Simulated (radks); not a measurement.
Tm2+, configuration [Xe] 4f13 (the NIST ground configuration). Calculated with a radial shooting solver on a logarithmic mesh with Libxc functionals: scalar-relativistic Kohn-Sham, r2SCAN, spin-polarised, spherical densities, finite nucleus; open shells are filled with parallel spins first (spin-orbit coupling, left out, can overturn this in heavy ions); meta-GGA in the generalised Kohn-Sham scheme; Fermi nuclear charge, rms radius 5.2256 fm; hard spherical wall at 6 bohr.

Local quantities along the radius. ELF = 1/(1 + alpha^2) is the electron localisation function; alpha = (tau - tau_W)/tau_unif compares the Pauli kinetic energy density with that of the uniform gas (summed over spins); s = |grad rho|/(2 (3 pi^2)^(1/3) rho^(4/3)) is the reduced gradient; r v_xc is r times the local exchange-correlation potential of spin up (hartree bohr, multiplicative part alone); -r V(r) is the screened charge that the Kohn-Sham potential of spin up presents (atomic units). tau is taken from the large components.

| r (bohr) | ELF | alpha | s | r v_xc | -r V(r) |
|---|---|---|---|---|---|
| 0.001715 | 0.999 | 0.02648 | 0.6801 | -0.1784 | 68.36 |
| 0.002288 | 0.999 | 0.02960 | 0.6219 | -0.2143 | 68.12 |
| 0.003051 | 0.999 | 0.03471 | 0.5851 | -0.2590 | 67.81 |
| 0.004069 | 0.998 | 0.04321 | 0.5676 | -0.3129 | 67.40 |
| 0.005384 | 0.997 | 0.05748 | 0.5680 | -0.3739 | 66.87 |
| 0.007182 | 0.993 | 0.08459 | 0.5869 | -0.4445 | 66.17 |
| 0.009578 | 0.981 | 0.1398 | 0.6252 | -0.5221 | 65.27 |
| 0.01278 | 0.935 | 0.2632 | 0.6793 | -0.6059 | 64.12 |
| 0.01704 | 0.767 | 0.5511 | 0.7239 | -0.6519 | 62.65 |
| 0.02254 | 0.461 | 1.081 | 0.6782 | -0.5722 | 60.74 |
| 0.03007 | 0.329 | 1.427 | 0.4643 | -0.6914 | 58.55 |
| 0.04011 | 0.497 | 1.005 | 0.2888 | -0.8261 | 55.84 |
| 0.05349 | 0.718 | 0.6272 | 0.3211 | -1.024 | 52.64 |
| 0.07078 | 0.703 | 0.6501 | 0.4429 | -1.093 | 48.91 |
| 0.0944 | 0.423 | 1.168 | 0.4703 | -1.017 | 44.43 |
| 0.1259 | 0.392 | 1.244 | 0.2488 | -1.099 | 39.57 |
| 0.1679 | 0.687 | 0.6748 | 0.2660 | -1.467 | 34.55 |
| 0.224 | 0.664 | 0.7121 | 0.4934 | -1.429 | 29.08 |
| 0.2963 | 0.260 | 1.685 | 0.4720 | -1.202 | 23.66 |
| 0.3952 | 0.503 | 0.9932 | 0.1545 | -1.516 | 18.54 |
| 0.5272 | 0.714 | 0.6332 | 0.3436 | -1.727 | 13.69 |
| 0.7031 | 0.512 | 0.9763 | 0.5624 | -1.488 | 9.593 |
| 0.9303 | 0.335 | 1.408 | 0.5508 | -1.303 | 6.766 |
| 1.241 | 0.516 | 0.9687 | 0.5508 | -1.327 | 4.912 |
| 1.655 | 0.566 | 0.8766 | 0.8767 | -1.178 | 3.701 |
| 2.207 | 0.284 | 1.588 | 1.647 | -0.7006 | 2.813 |
| 2.944 | 0.031 | 5.616 | 3.557 | -0.4125 | 2.427 |
| 3.895 | 0.001 | 33.02 | 8.667 | -0.2254 | 2.226 |
| 5.195 | 0.000 | 302.8 | 37.35 | -0.06972 | 2.070 |

On this mesh the ELF has minima near r = 0.030, 0.11, 0.30, 0.93 bohr, which separate the shells, and maxima near 0.062 (0.74), 0.19 (0.73), 0.53 (0.71), 1.4 (0.58).
